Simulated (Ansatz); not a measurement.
Relaxation of BH₆INSbSi (11 atoms, charge 0, multiplicity 1), to a largest force component of 0.015 eV/Å in at most 40 steps.

These are results of Ansatz, RKS B3LYP-D4/def2-SVP, not measurements.

```xyz
11
Properties=species:S:1:pos:R:3
Si -1.222 -0.274 1.495
B 0.118 0.641 0.454
I 1.589 1.881 1.485
N 0.166 0.578 -1.069
Sb 1.800 -0.479 -1.713
H -2.022 0.796 2.241
H -0.631 -1.187 2.417
H -2.141 -0.922 0.565
H 0.162 1.561 -1.385
H 1.151 -0.641 -3.299
H 1.096 -2.010 -1.169
```

Problem. Where does it end, and by what steps?

Solution. The forces met the threshold. The force dipped under the threshold on the way, but the program's further checks kept it going. After 23 steps the energy has fallen by 1.357 eV; H10 moved furthest, 1.79 Å.

| step | energy less start (eV) | largest force component (eV/Å) | accepted |
| --- | --- | --- | --- |
| 0 | 0.0000 | 3.226 | yes |
| 1 | -0.4089 | 1.803 | yes |
| 2 | -0.5590 | 0.921 | yes |
| 3 | -0.6829 | 0.974 | yes |
| 4 | -0.8187 | 0.552 | yes |
| 5 | -0.9403 | 0.834 | yes |
| 6 | -1.0795 | 0.451 | yes |
| 7 | -1.1853 | 0.302 | yes |
| 8 | -1.2557 | 0.483 | yes |
| 9 | -1.2973 | 0.329 | yes |
| 10 | -1.3214 | 0.258 | yes |
| 11 | -1.3214 | 0.410 | no |
| 12 | -1.3322 | 0.153 | yes |
| 13 | -1.3359 | 0.121 | yes |
| 14 | -1.3399 | 0.289 | yes |
| 15 | -1.3505 | 0.055 | yes |
| 16 | -1.3520 | 0.176 | yes |
| 17 | -1.3543 | 0.096 | yes |
| 18 | -1.3561 | 0.029 | yes |
| 19 | -1.3518 | 0.249 | no |
| 20 | -1.3563 | 0.015 | yes |
| 21 | -1.3565 | 0.023 | yes |
| 22 | -1.3565 | 0.015 | yes |
| 23 | -1.3565 | 0.003 | yes |

```xyz
11
Properties=species:S:1:pos:R:3
Si -1.082 -0.358 1.115
B 0.253 0.979 0.382
I 0.481 2.867 1.492
N 1.067 0.816 -0.731
Sb 1.273 -0.845 -2.012
H -2.063 0.293 2.028
H -0.358 -1.418 1.887
H -1.840 -1.049 0.026
H 1.715 1.566 -0.967
H -0.394 -0.913 -2.443
H 1.013 -1.993 -0.755
```

The run took 120 s on 2 threads of Intel(R) Xeon(R) Platinum 8488C (Sapphire Rapids) (shared host), peak memory 0.44 GiB.
